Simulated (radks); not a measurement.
Values are calculated unless marked as measured or tabulated.
Q: Species: the thulium anion Tm-. Configuration: [Xe] 4f14 6s2. Level of theory: scalar-relativistic Kohn-Sham, PBE, spin-polarised, spherical densities, finite nucleus; Fermi nuclear charge, rms radius 5.2256 fm; hard spherical wall at 6 bohr (a radial shooting solver on a logarithmic mesh with Libxc functionals). Some entries of the table are withheld. Estimate them.

| orbital | occ. | eigenvalue (hartree) | <1/r> (bohr^-1) | r(max) (bohr) |
|---|---|---|---|---|
| 1s | 2 | -2177.790 | 79.07 | (1) |
| 2s | 2 | -366.9844 | 18.42 | 0.07189 |
| 2p | 6 | -324.0043 | 16.97 | 0.05854 |
| 3s | 2 | -82.04002 | 6.801 | 0.2032 |
| 3p | 6 | -69.02038 | 6.343 | 0.2002 |
| 3d | 10 | -52.93656 | 6.010 | 0.1633 |
| 4s | 2 | (2) | 2.872 | 0.4644 |
| 4p | 6 | -11.43179 | 2.623 | 0.4857 |
| 4d | 10 | -5.74948 | 2.316 | (3) |
| 5s | 2 | -1.45617 | 1.065 | 1.096 |
| 5p | 6 | -0.50813 | 0.8619 | 1.267 |
| 6s | 2 | 0.21531 | (4) | 3.387 |
| 5d | 0 | 0.36192 | 0.4088 | 2.928 |
| 6p | 0 | (5) | (6) | 3.849 |
| 4f | 14 | 0.42177 | 1.613 | 0.4976 |
| 7s | 0 | 0.85839 | 0.3979 | 4.735 |

A: 
(1) 1s r(max) (bohr): 0.01261
(2) 4s eigenvalue (hartree): -15.70889
(3) 4d r(max) (bohr): 0.5013
(4) 6s <1/r> (bohr^-1): 0.3501
(5) 6p eigenvalue (hartree): 0.37370
(6) 6p <1/r> (bohr^-1): 0.3328
